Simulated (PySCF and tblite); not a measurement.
The numbers below are computed, except where a source is named.
Stationary points of C6H10Si at PBE0-D3(BJ)/def2-SVP, in Å:

Structure A

```
 1 C    -1.811    0.656   -0.358
 2 Si   -0.911   -0.976   -0.468
 3 C     0.837   -1.005    0.779
 4 C     0.844    0.213    1.496
 5 C     1.206    1.242    0.617
 6 C     1.431    0.705   -0.658
 7 C     1.212   -0.690   -0.599
 8 H    -2.857    0.468   -0.651
 9 H    -1.384    1.404   -1.040
10 H    -1.800    1.062    0.662
11 H    -1.625   -2.013    0.352
12 H    -1.017   -1.529   -1.860
13 H     0.833   -2.006    1.212
14 H     0.571    0.325    2.546
15 H     1.250    2.302    0.871
16 H     1.690    1.263   -1.558
17 H     1.530   -1.422   -1.342
```

Structure B

```
 1 C    -1.925    0.525   -0.596
 2 Si   -1.185   -1.109   -0.059
 3 C     0.682   -0.954    0.373
 4 C     0.799    0.099    1.410
 5 C     1.368    1.201    0.850
 6 C     1.711    0.909   -0.528
 7 C     1.352   -0.372   -0.814
 8 H    -2.993    0.400   -0.830
 9 H    -1.414    0.908   -1.491
10 H    -1.828    1.276    0.202
11 H    -1.890   -1.640    1.151
12 H    -1.318   -2.134   -1.143
13 H     0.996   -1.971    0.667
14 H     0.436   -0.001    2.434
15 H     1.541    2.156    1.348
16 H     2.179    1.612   -1.219
17 H     1.481   -0.891   -1.765
```

Geometries: PBE0-D3(BJ)/def2-SVP; energies: PBE0/pcSseg-1 + D3(BJ); zero-point and thermal terms from GFN2-xTB harmonic modes (soft modes blended into free rotors).

Q: Which structure is a saddle point, and along which motion?

A: A: one imaginary mode (264i cm⁻¹ at GFN2-xTB, mostly on C3, C7, Si2), along the shift of Si2 from C3 to C7.

Q: Give their symmetry and energies above the lowest.

A: A Cs, 12.8 kcal/mol; B Cs, 0.0 kcal/mol.
